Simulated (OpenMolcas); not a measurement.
# AlCl3 (SMILES Cl[Al](Cl)Cl): methods side by side

AlCl3: 4 atoms, total charge 0, spin state singlet. SMILES: `Cl[Al](Cl)Cl`. The shape is that of a PBE0-D4/def2-TZVP optimisation.

```xyz
4

Cl   -1.1350   -0.1084    1.7262
Al    0.0000    0.0000    0.0000
Cl    1.7420   -1.1040   -0.1636
Cl   -0.6069    1.2125   -1.5626
```

Each level gives the HOMO–LUMO gap (eV). The values are calculated.

```json
{"level": "HF/6-311+G**", "kind": "Hartree–Fock", "program": "OpenMolcas", "value (eV)": "13.44", "CPU time": "15 s"}
{"level": "SVWN5/6-311+G**", "kind": "LDA", "program": "OpenMolcas", "value (eV)": "5.50", "CPU time": "18 s"}
{"level": "revPBE/6-311+G**", "kind": "GGA", "program": "OpenMolcas", "value (eV)": "5.67", "CPU time": "22 s"}
{"level": "M06-L/6-311+G**", "kind": "meta-GGA", "program": "OpenMolcas", "value (eV)": "6.41", "CPU time": "26 s"}
{"level": "r2SCAN/6-311+G**", "kind": "meta-GGA", "program": "OpenMolcas", "value (eV)": "6.39", "CPU time": "25 s"}
{"level": "BHLYP/6-311+G**", "kind": "global hybrid", "program": "OpenMolcas", "value (eV)": "9.78", "CPU time": "24 s"}
{"level": "M06-2X/6-311+G**", "kind": "hybrid meta-GGA", "program": "OpenMolcas", "value (eV)": "9.63", "CPU time": "26 s"}
{"level": "B2PLYP/6-311+G**", "kind": "double hybrid", "program": "OpenMolcas", "value (eV)": "9.97", "CPU time": "18 s"}
```

The values span 5.50 to 13.44 eV. Orbital gaps aren't excitation energies, and those of double hybrids come from the SCF part alone; they tend to grow with the share of exact exchange. Times are those of the runs behind each value, whatever else they computed, on shared processors of several kinds: orders of magnitude only.
